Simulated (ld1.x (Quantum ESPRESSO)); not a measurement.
LDA (PZ) ultrasoft dataset for Au, scalar-relativistic all-electron reference.

Input for ld1.x (Quantum ESPRESSO) 7.5:

```
&input
   title='Au', zed=79., rel=1, dft='PZ', iswitch=3,
   config='[Xe] 4f14 5d10 6s0 6p0',
   nld=3, rlderiv=2.90, eminld=-7.0, emaxld=5.0, deld=0.02
 /
 &inputp
   pseudotype=3, tm=.true., lloc=-1, rcloc=1.85,
   nlcc=.true., new_core_ps=.true., rcore=1.00,
   which_augfun='PSQ', rmatch_augfun_nc=.true.,
   file_pseudopw='Au.UPF', file_wfcaegen='ae.wfc', file_wfcncgen='nc.wfc', file_beta='beta', file_chi='chi', file_wfcusgen='us.wfc'
 /
6
6S  1  0   0.00   0.00  1.80  2.15  0.0
6S  1  0   0.00   0.10  1.80  2.15  0.0
5P  2  1   6.00   0.00  1.70  2.15  0.0
6P  3  1   0.00   0.00  1.70  2.15  0.0
5D  3  2  10.00   0.00  2.05  2.65  0.0
5D  3  2   0.00   3.50  2.05  2.65  0.0
 &test
   configts(1)='5p6 5d10 6s0 6p0'
 /
```

Command:

```bash
ld1.x < Au.in > Au.out
```

The program printed (shortened: banner, matrices, multipoles, cross overlaps and the repeated all-electron block are left out):

```
Program LD1 v.7.5
     --------------------------- All-electron run ----------------------------

     Au
     scalar relativistic calculation

     atomic number is 79.00
     dft =PZ   lsd =0 sic =0 latt =0  beta=0.20 tr2=1.0E-14
     Exchange-correlation= PZ
                           (   1   1   0   0   0   0   0)
     mesh =1279 r(mesh) = 100.03820 a.u. xmin = -7.00 dx = 0.01250
     1 Ry =  13.60569312 eV, c = 137.03599908

     n l     nl                  e(Ry)          e(Ha)          e(eV)
     1 0     1S 1( 2.00)     -5933.7095     -2966.8547    -80732.2305
     2 0     2S 1( 2.00)     -1047.5413      -523.7706    -14252.5248
     2 1     2P 1( 6.00)      -905.9376      -452.9688    -12325.9094
     3 0     3S 1( 2.00)      -247.7008      -123.8504     -3370.1413
     3 1     3P 1( 6.00)      -206.6399      -103.3199     -2811.4787
     4 0     4S 1( 2.00)       -54.2063       -27.1031      -737.5139
     4 1     4P 1( 6.00)       -40.7398       -20.3699      -554.2931
     3 2     3D 1(10.00)      -162.7333       -81.3667     -2214.0997
     5 0     5S 1( 2.00)        -8.6250        -4.3125      -117.3488
     5 1     5P 1( 6.00)        -5.0474        -2.5237       -68.6729
     4 2     4D 1(10.00)       -24.5782       -12.2891      -334.4034
     4 3     4F 1(14.00)        -6.6237        -3.3119       -90.1206
     5 2     5D 1(10.00)        -1.1481        -0.5740       -15.6201
     6 0     6S 1( 0.00)        -0.9998        -0.4999       -13.6028
     6 1     6P 1( 0.00)        -0.5063        -0.2532        -6.8891

     final scf error:  6.4E-15 reached in  28 iterations

     Etot =  -38002.022189 Ry,  -19001.011095 Ha, -517043.851962 eV

     Ekin =   42520.000340 Ry,   21260.000170 Ha,  578514.076217 eV
     Encl =  -94540.134968 Ry,  -47270.067484 Ha,-1286284.064182 eV
     Eh   =   14721.301803 Ry,    7360.650901 Ha,  200293.514699 eV
     Exc  =    -703.189364 Ry,    -351.594682 Ha,   -9567.378696 eV

     normalization and overlap integrals

     s(1S/1S) =  1.000000  <r> =   0.0169  <r2> =    0.0004  r(max) =   0.0104
     s(2S/2S) =  1.000000  <r> =   0.0712  <r2> =    0.0060  r(max) =   0.0604
     s(2P/2P) =  1.000000  <r> =   0.0643  <r2> =    0.0050  r(max) =   0.0501
     s(3S/3S) =  1.000000  <r> =   0.1840  <r2> =    0.0387  r(max) =   0.1704
     s(3P/3P) =  1.000000  <r> =   0.1852  <r2> =    0.0398  r(max) =   0.1683
     s(4S/4S) =  1.000000  <r> =   0.4073  <r2> =    0.1872  r(max) =   0.3841
     s(4P/4P) =  1.000000  <r> =   0.4339  <r2> =    0.2140  r(max) =   0.4038
     s(3D/3D) =  1.000000  <r> =   0.1677  <r2> =    0.0329  r(max) =   0.1378
     s(5S/5S) =  1.000000  <r> =   0.9261  <r2> =    0.9629  r(max) =   0.8441
     s(5P/5P) =  1.000000  <r> =   1.0724  <r2> =    1.3027  r(max) =   0.9565
     s(4D/4D) =  1.000000  <r> =   0.4586  <r2> =    0.2431  r(max) =   0.4088
     s(4F/4F) =  1.000000  <r> =   0.4987  <r2> =    0.3017  r(max) =   0.3746
     s(5D/5D) =  1.000000  <r> =   1.5769  <r2> =    2.9635  r(max) =   1.2129
     s(6S/6S) =  1.000000  <r> =   2.6140  <r2> =    7.7342  r(max) =   2.2379
     s(6P/6P) =  1.000000  <r> =   3.5560  <r2> =   14.4383  r(max) =   2.9834

     ------------------------ End of All-electron run ------------------------

     --------------------- Generating US pseudopotential ---------------------

      Generating local potential from pseudized AE potential:
      Matching radius rcloc =   1.8500

      Local pseudo, rcloc= 1.832 Estimated cut-off energy=     7.28 Ry

      Computing core charge for nlcc:

       r > 1.01 : true rho core
      Core charge pseudized with two Bessel functions
      Integrated core pseudo-charge :  14.03
      Wfc-us  6S rcutus= 2.129  Estimated cut-off energy=     9.59 Ry
      Wfc-us  6S rcutus= 2.129  Estimated cut-off energy=    11.12 Ry
      Wfc-us  5P rcutus= 2.129  Estimated cut-off energy=    19.74 Ry
      Wfc-us  6P rcutus= 2.129  Estimated cut-off energy=    15.07 Ry
      Wfc-us  5D rcutus= 2.666  Estimated cut-off energy=    16.91 Ry
      Wfc-us  5D rcutus= 2.666  Estimated cut-off energy=    18.90 Ry

     Q pseudized with Bessel functions
     Expected ecutrho=     111.2693 due to l1=  1   l2=  2

     ------------------- End of pseudopotential generation -------------------

     Computing logarithmic derivative in   2.89163
     Computing logarithmic derivative in   2.89163
     Computing the partial wave expansion
     R is outside the sphere for l=    0 j= 0.00
     R is outside the sphere for l=    0 j= 0.00
     R is outside the sphere for l=    1 j= 0.00
     R is outside the sphere for l=    1 j= 0.00
     R is outside the sphere for l=    2 j= 0.00
     R is outside the sphere for l=    2 j= 0.00

     ---------------------- Testing the pseudopotential ----------------------

     Au
     scalar relativistic calculation

     atomic number is 79.00   valence charge is 17.00
     dft =PZ   lsd =0 sic =0 latt =0  beta=0.20 tr2=1.0E-14
     mesh =1279 r(mesh) = 100.03820 xmin = -7.00 dx = 0.01250

     n l     nl             e AE (Ry)        e PS (Ry)    De AE-PS (Ry)
     2 1     5P   1( 6.00)       -5.04736       -5.04736       -0.00000
     3 2     5D   1(10.00)       -1.14806       -1.14806        0.00000
     1 0     6S   1( 0.00)       -0.99979       -0.99979        0.00000
     3 1     6P   1( 0.00)       -0.50634       -0.50634       -0.00000

     eps = 3.7E-15  iter =  3

     Etot =  -38002.022189 Ry,  -19001.011095 Ha, -517043.851962 eV
     Etotps =  -244.757326 Ry,    -122.378663 Ha,   -3330.093066 eV

     Ekin =      24.747113 Ry,      12.373556 Ha,     336.701624 eV
     Encl =    -417.601553 Ry,    -208.800777 Ha,   -5681.758578 eV
     Ehrt =     171.308747 Ry,      85.654374 Ha,    2330.774247 eV
     Ecxc =     -64.221697 Ry,     -32.110848 Ha,    -873.780701 eV
     (Ecc =     -35.720151 Ry,     -17.860075 Ha,    -485.997406 eV)
     Epseu=      41.010064 Ry,      20.505032 Ha,     557.970342 eV

     ---------------------- End of pseudopotential test ----------------------
```

Note: ghost state, extra bound levels that the all-electron valence spectrum of the same l lacks: s at -36.8 eV. A true bound ghost makes a file unfit for plane-wave use.

Generation and configuration tests took about 2.9 s on one core of a shared server CPU.
